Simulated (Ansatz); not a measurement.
A search over several starts for the lowest SCF solution of the cluster Si₁₆Bi at the given spin, in a small basis.

```yaml
crystal:
  periodic: [false, false, false]
  atoms:
    - {symbol: Bi, position_ang: [-0.794385, 0.192498, 3.760512]}
    - {symbol: Si, position_ang: [-2.053685, 1.356534, 1.586576]}
    - {symbol: Si, position_ang: [-1.665687, -2.892289, 0.406570]}
    - {symbol: Si, position_ang: [1.393004, 0.283476, 2.143566]}
    - {symbol: Si, position_ang: [2.007923, -1.429082, -0.584189]}
    - {symbol: Si, position_ang: [-0.171562, -1.932121, -1.264235]}
    - {symbol: Si, position_ang: [0.673206, 0.746989, -2.612296]}
    - {symbol: Si, position_ang: [2.022155, -1.894458, 1.716636]}
    - {symbol: Si, position_ang: [-0.499766, 3.037816, 0.509674]}
    - {symbol: Si, position_ang: [2.633887, 0.804772, -1.258405]}
    - {symbol: Si, position_ang: [0.095531, 0.734407, -0.113762]}
    - {symbol: Si, position_ang: [-0.293345, -1.824139, 2.004466]}
    - {symbol: Si, position_ang: [1.865848, 2.149114, 0.774058]}
    - {symbol: Si, position_ang: [-2.000624, -0.596818, 0.253187]}
    - {symbol: Si, position_ang: [-1.772534, 0.108233, -1.990176]}
    - {symbol: Si, position_ang: [-0.534013, -1.161829, -3.519650]}
    - {symbol: Si, position_ang: [-0.905955, 2.316918, -1.812511]}
basis:
  gaussian: {orbitals: def2-SVP, initial_orbitals: start.molden}
magnetization: {spin_polarized: true, initial_magnetization: 1}
hamiltonian: {xc: pbe, dispersion: d4}
output: {orbitals: {seedname: orbitals}}
```

The file start.molden holds the orbitals of an earlier run on this structure, at another level or in another basis.

```sh
$ ansatz run in.yaml --threads 2 --pin off --events-out ev --progress --plain --max-ram 22528MiB --backend cuda --devices 0, --max-vram 18GiB
```

Output, abridged:

```
Functional definition: PBE
  name "PBE"
  cite "Perdew, Burke & Ernzerhof, Phys. Rev. Lett. 77, 3865 (1996) doi:10.1103/PhysRevLett.77.3865"
  parent pbe
  parameter kappa = 0.804
  parameter beta = 0.06672455060314922
  exchange = pbe_x(kappa = kappa, mu = beta*pi^2/3)
  correlation = pbe_c(beta = beta)
3412 factors; their error is unknown
mean field evaluation 1: about -131598.5345 eV, gradient 1.9e2 eV
mean field evaluation 2: about -131640.6650 eV, gradient 6.9e1 eV
mean field evaluation 4: about -131728.3956 eV, gradient 3.3e1 eV
mean field evaluation 8: about -131782.1281 eV, gradient 3.9e0 eV
mean field evaluation 16: about -131782.4513 eV, gradient 6.3e-5 eV
mean field evaluation 32: about -131782.9175 eV, gradient 5.3e-1 eV
mean field evaluation 64: about -131780.7327 eV, gradient 8.0e0 eV
mean field evaluation 96: about -131781.8879 eV, gradient 4.2e-1 eV
mean field evaluation 128: about -131781.9940 eV, gradient 1.7e0 eV
mean field -131782.45127604 eV, -4842.9157590409 hartree, gradient 1.5e-5 eV, S^2 0.759538; 9 other end points of the search recorded, 0 dependent functions left out
reference -131782.45132874 eV, -4842.9157609776 hartree; 124, 123 occupied and 190, 191 virtual orbitals, 3412 factors
Total energy: -131785.36183763 eV, -4843.0227202065 hartree
```

Hardware: 2 threads of AMD EPYC 7R13 on a shared host and a share (18 GiB) of an NVIDIA H100 80GB HBM3. Wall time 23 s, peak host memory 1.2 GiB.

In the def2 sets Bi takes a core potential; there is no spin–orbit coupling. The structure comes from a short search, and lower isomers may exist.
